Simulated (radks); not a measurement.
The potassium anion K-, [Ar] 4s2, held by a Watson sphere: a shell of charge +1 at radius R that stands for the Madelung well of a crystal (potential energy -1/R inside, -1/r outside, in hartree with lengths in bohr). Method: non-relativistic Kohn-Sham, LB94 model potential, spin-polarised, spherical densities, point nucleus; computed with a radial shooting solver on a logarithmic mesh with Libxc functionals. Response by self-consistent Sternheimer equations with the Hartree and adiabatic LDA kernel. The sphere does not respond.

| R (bohr) | e(3s) (eV) | e(3p) (eV) | e(4s) (eV) | <r> 4s (bohr) | sum of <r^2> (bohr^2) | X-ray form factor at sin(theta)/lambda = 0.3 1/angstrom | alpha (bohr^3) |
|---|---|---|---|---|---|---|---|
| 3.42 | -40.247 | -24.345 | -5.894 | 4.222 | 60.64 | 11.008 | 177.4 |
| 3.72 | -39.896 | -23.991 | -5.735 | 4.313 | 62.41 | 11.008 | 192.6 |
| 4.15 | -39.511 | -23.602 | -5.502 | 4.443 | 65.05 | 11.007 | 217.1 |
| 4.45 | -39.299 | -23.389 | -5.340 | 4.530 | 66.91 | 11.006 | 235.7 |
| 4.57 | -39.223 | -23.313 | -5.276 | 4.564 | 67.65 | 11.005 | 243.4 |
| 4.76 | -39.113 | -23.201 | -5.176 | 4.617 | 68.80 | 11.005 | 255.9 |
